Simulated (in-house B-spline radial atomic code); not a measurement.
# RPA and G0W0 on B3LYP (VWN-RPA): Be+

Configuration [He] 2s1, highest spin, mean-field start B3LYP (VWN-RPA). Computed with a B-spline radial code for spherical atoms: all electrons, non-relativistic, point nucleus, each spin shell either full or empty, empty states to l = 9 with an (l + 1/2)⁻⁴ tail; G0W0 by contour deformation at full frequency.

RPA overbinds a lone outer s electron by self-correlation, and G0W0 tends to as well.

Command:
```bash
python run_gw.py task.json out
```
Settings (radii: box in bohr, nucleus in fm):
```
Z                        4
electrons                3
configuration            [He] 2s1
hamiltonian              nr
method                   b3lyp
lmax                     9
spin_polarised           True
box_radius               23.78
intervals                45
ion_configuration        1s2
```

Cost of the run: 1.3 s on 1 thread of Arm Neoverse N1, on a shared host.

Energies (hartree):

```
                                     term      value
                         mean-field total  -14.33853
Hartree-Fock functional on these orbitals  -14.27584
                      direct second order   -0.12999
                    second-order exchange   0.080466
                         SOSEX correction   0.069573
```

Task: What is the RPA correlation energy, and what remains with SOSEX?

Result: RPA gives -0.11557 hartree (-1.05 eV per electron); RPA + SOSEX gives -0.045993, and the second-order doubles -0.049527 hartree (no singles). SOSEX takes back 60 % of the RPA value.

Quasi-particle levels (eV):

```json
{"level": "2s up", "occupied": "yes", "mean field": "-15.246", "Σx - vxc": "-2.89", "Σc": "?", "QP weight": "?", "G0W0": "?"}
{"level": "2s down", "occupied": "no", "mean field": "-11.476", "Σx - vxc": "4.11", "Σc": "-1.97", "QP weight": "0.864", "G0W0": "-9.329"}
```

G0W0 = mean field + (Σx - vxc) + Σc, with Σc (partial-wave tail included) taken at the quasi-particle energy. Levels of low weight are left out.

Task: Where does G0W0 put 2s up?

Result: At -18.901 eV, with Σc = -0.77 eV and a quasi-particle weight of 0.928. The tabulated removal energy is 18.211 eV (NIST, measured).

Task: What does it cost to remove one electron (to 1s2) by differences of total energies, each species on its own start (correlation terms add to the Hartree-Fock functional)?

Result: B3LYP (VWN-RPA) 18.620 eV, Hartree-Fock functional 18.112 eV, + RPA 18.904 eV, + RPA + SOSEX 18.187 eV, + second order 18.203 eV. Tabulated: 18.211 eV (NIST, measured).
